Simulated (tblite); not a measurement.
Species: C3H10O2SSi3.
SMILES with atom numbers: `[CH:1]#[C:2][SiH2:3][O:4][Si@H:5]([O:6][CH3:7])[S:8][SiH3:9]` (hydrogens: H10 on C1; H11, H12 on Si3; H13 on Si5; H14, H15, H16 on C7; H17, H18, H19 on Si9)

The geometry is computed with GFN2-xTB (gas phase).

Task: Give the optimised bond lengths and angles.

Result: 
```json
{"bond": "C1≡C2", "length (Å)": "1.203", "order": "triple"}
{"bond": "C2–Si3", "length (Å)": "1.855", "order": "single"}
{"bond": "Si3–O4", "length (Å)": "1.633", "order": "single"}
{"bond": "O4–Si5", "length (Å)": "1.614", "order": "single"}
{"bond": "Si5–O6", "length (Å)": "1.623", "order": "single"}
{"bond": "O6–C7", "length (Å)": "1.399", "order": "single"}
{"bond": "Si5–S8", "length (Å)": "2.116", "order": "single"}
{"bond": "S8–Si9", "length (Å)": "2.154", "order": "single"}
{"bond": "C1–H10", "length (Å)": "1.053", "order": "single"}
{"bond": "Si3–H11", "length (Å)": "1.459", "order": "single"}
{"bond": "Si3–H12", "length (Å)": "1.463", "order": "single"}
{"bond": "Si5–H13", "length (Å)": "1.449", "order": "single"}
{"bond": "C7–H14, C7–H15, C7–H16", "length (Å)": "1.091", "order": "single"}
{"bond": "Si9–H17, Si9–H18, Si9–H19", "length (Å)": "1.457", "order": "single"}
```

Bonds in one row agree within 0.01 Å and their mean is given. Orders are formal, as drawn. A selection of angles:
```json
{"angle": "C1–C2–Si3", "degrees": "177.1"}
{"angle": "C2–Si3–O4", "degrees": "109.4"}
{"angle": "Si3–O4–Si5", "degrees": "147.2"}
{"angle": "O4–Si5–O6", "degrees": "110.7"}
{"angle": "O4–Si5–S8", "degrees": "113.0"}
{"angle": "O6–Si5–S8", "degrees": "102.0"}
{"angle": "Si5–O6–C7", "degrees": "125.2"}
{"angle": "Si5–S8–Si9", "degrees": "100.7"}
```

Torsions: C2–Si3–O4–Si5 -28° (synperiplanar); Si3–O4–Si5–O6 55° (synclinal); O4–Si5–O6–C7 48° (synclinal); O4–Si5–S8–Si9 111° (anticlinal).

S8 (sulfur bonded to 2 Si) is bent (angle 100.7°). Si5 (oxygen-bound silicon) is distorted tetrahedral (angles from 102.0° to 114.9°). Si9 (SiH3 silicon) is distorted tetrahedral (angles from 101.3° to 112.6°). The 2 S–Si bonds span 2.116 Å (Si5–S8, drawn single) to 2.154 Å (S8–Si9, drawn single), a spread of 0.038 Å. Si3 (oxygen-bound silicon) is distorted tetrahedral (angles from 102.5° to 116.9°). Of the pairs four or more bonds apart, Si3···H14 is among the closest relative to their van der Waals radii: 3.32 Å, 101 % of the sum of Bondi's values.

Point group: C1 (no symmetry element, even within 0.4 Å). Its lowest GFN2-xTB frequency is 15 cm⁻¹, too small to tell a flat minimum from a shallow saddle. One conformer, not necessarily the lowest. 3 starts were optimised and ended at 0.00, 1.17 and 2.97 kcal/mol (GFN2-xTB); the lowest of these is shown.
